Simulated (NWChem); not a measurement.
Species: Si$_{3}$NH$_{8}$, doublet; SMILES [SiH2]N([SiH3])[SiH3]

```xyz
12

Si    -1.6805     0.6732    -0.1199
N     -0.0518    -0.0256    -0.0544
Si     0.1360    -1.7897    -0.0415
Si     1.3512     1.0556     0.0464
H     -2.6365    -0.2755     0.5724
H     -1.6543     2.0016     0.6066
H      1.4201    -2.1544    -0.7323
H     -1.0309    -2.3975    -0.7692
H      0.1688    -2.3407     1.3597
H      1.7086     1.3798     1.4729
H      1.0222     2.3365    -0.6689
H      2.5301     0.3898    -0.6065
```
Atoms are numbered in this order, from 1.

Computed with NWChem. Pople sets run with spherical d functions. Spin-unrestricted. Structure relaxed at the PBE-D3(BJ)/def2-SVP, spin-unrestricted level. No frequency run checked for a minimum. No stability test was run on the SCF state. Vzz is the largest principal value of the second derivative of the potential at the nucleus (NWChem prints the opposite sign); η is the asymmetry. Non-relativistic.

```csv
level,Vzz N2 (a.u.),η N2
CAM-B3LYP/def2-SVP,-0.523,0.00
PBE0/def2-SVP,-0.525,0.00
PBE0/6-31G*,(withheld),0.01
```

Question: Fill in the missing entries.

Answer: 
- PBE0/6-31G*, Vzz N2 (a.u.): -0.502
